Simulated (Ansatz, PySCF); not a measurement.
This Ansatz (an electronic-structure program) input computes a PBE/def2-TZVPD energy:

Ansatz 0.2 input:
```yaml
crystal:
  periodic: [false, false, false]
  atoms:
    - {symbol: Bi, position_ang: [0.28230581, -0.01155045, 0.34260263]}
    - {symbol: Cl, position_ang: [0.69099065, 0.32528590, -1.96358521]}
    - {symbol: Cl, position_ang: [-2.06930726, -0.26889250, 0.29087824]}
basis:
  gaussian:
    orbitals: def2-TZVPD
hamiltonian:
  xc: {name: PBE}
total_charge: 1
output: {forces: true}
```

Question: Write an input for the same energy in PySCF and say what it gives.

Answer: 
```python
from pyscf import gto, scf, dft

mol = gto.M(
    atom='''
    Bi    0.28230581   -0.01155045    0.34260263
    Cl    0.69099065    0.32528590   -1.96358521
    Cl   -2.06930726   -0.26889250    0.29087824
    ''',
    basis='def2-tzvpd',
    ecp='def2-tzvp',
    charge=1,
    spin=0,
    verbose=4,
)

mf = dft.RKS(mol, xc='pbe').density_fit(auxbasis='def2-universal-jkfit')
mf.grids.level = 3
mf.conv_tol = 1e-9
mf.max_cycle = 100
mf.max_memory = 1500
mf.kernel()
if not mf.converged:
    mf = mf.newton()
    mf.kernel(mf.make_rdm1())
mf.analyze()
```
It gives -1134.51050 Eh, and Ansatz -1134.51048 Eh, a difference of 0.02 mEh, from the treatment of integrals and grids.

It need not be the lowest isomer of its formula.
